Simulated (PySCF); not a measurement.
Species: C₃H₇OSSi (doublet state).
Numbering: `[OH:1][SiH2:2][C@@H:3]1[CH:4][S:5][CH2:6]1` (hydrogens: H7 on O1; H8, H9 on Si2; H10 on C3; H11 on C4; H12, H13 on C6)

Geometry (GFN2-xTB, Å), atoms numbered from 1 in this order:
```xyz
13
C3H7OSSi angstrom
O      2.3136   -1.1061   -0.1800
Si     0.7611   -1.1692    0.2843
C     -0.2571    0.2033   -0.6050
C      0.0695    1.5821   -0.1690
S     -1.3539    1.8601    0.7822
C     -1.7061    0.3043   -0.1181
H      2.8357   -0.3094   -0.1319
H      0.6224   -0.9612    1.7257
H      0.3472   -2.4857   -0.1758
H     -0.1689    0.0543   -1.6883
H      1.0218    2.0355    0.0308
H     -2.0500   -0.4837    0.5468
H     -2.4397    0.4763   -0.9031
```

The hyperfine couplings belong to this conformer and change with its torsions.

The calculation used UKS B3LYP, pcH-1 on C H O S Si, non-relativistic, mean-field spin-orbit, GIAO (PySCF). The structure is a single GFN2-xTB conformer in the gas phase; no vibrational or solvent corrections. Couplings are sensitive to structure, and on GFN2-xTB geometries they can be far from those on DFT ones. The SCF solution wasn't tested for stability.

Task: Break the g tensor into its mass correction, gauge correction and orbital-Zeeman/spin–orbit terms.

Result: 
| Δg (ppt) | 1 | 2 | 3 |
| --- | --- | --- | --- |
| relativistic mass correction | -0.17 | -0.17 | -0.17 |
| gauge correction | 0.00 | 0.02 | 0.02 |
| orbital Zeeman/spin–orbit | -0.12 | 0.67 | 7.63 |
| total | -0.30 | 0.51 | 7.47 |

So g = 2.00202, 2.00283, 2.00979 and g_iso = 2.00488; the tensor is close to axial: the two nearest values differ by 10 % of g3 − g1. 

Task: At 9.38 GHz, how far is the centre of the isotropic spectrum from where a free electron (g = 2.002319) resonates?

Result: B = hν/(g μB) with μB/h = 13.99624 MHz/mT gives 334.70 mT for the free electron and 334.27 mT at g_iso, 0.43 mT lower.

Task: What are the electron Larmor frequencies g μB B/h along the three axes at 330 mT?

Result: 9.2469, 9.2506, 9.2827 GHz for g1, g2 and g3, a range of 35.9 MHz.

Task: How much does each term add to the isotropic shift?

Result: The orbital-Zeeman/spin–orbit term 2.73, the mass correction -0.17 and the gauge correction 0.01 ppt, for a total of 2.56 ppt. The orbital-Zeeman/spin–orbit term is the largest in size. The mass correction is the same along every axis, so the anisotropy comes from the other two: their spans along these axes are 0.02 (gauge) and 7.75 ppt (orbital Zeeman/spin–orbit).

Task: In a frozen sample, at which fields do the three g values resonate at 9.5, 34, 94 and 263 GHz (hyperfine left aside), and which band first spreads them over more than twice a line width of 1.0 mT?

Result: 
| band | GHz | B(g3) mT | B(g2) mT | B(g1) mT | spread mT |
| --- | --- | --- | --- | --- | --- |
| X | 9.5 | 337.72 | 338.90 | 339.03 | 1.31 |
| Q | 34.0 | 1208.69 | 1212.89 | 1213.39 | 4.69 |
| W | 94.0 | 3341.68 | 3353.30 | 3354.65 | 12.97 |
| J | 263.0 | 9349.61 | 9382.10 | 9385.89 | 36.28 |

The spread grows in proportion to the frequency. Q band is the first where it exceeds 2.0 mT.

The Mulliken spin populations are largest on C4 (+0.80) and S5 (+0.18). The angles at C4 add up to 351.4°, so it is slightly pyramidal.

The HOMO–LUMO gaps are 4.13 eV among the α and 5.75 eV among the β orbitals.

Time: 50 s (grids of density and orbitals included); peak memory 0.85 GiB. Hardware: an Arm Neoverse V2 with one thread, no GPU, on a shared host.
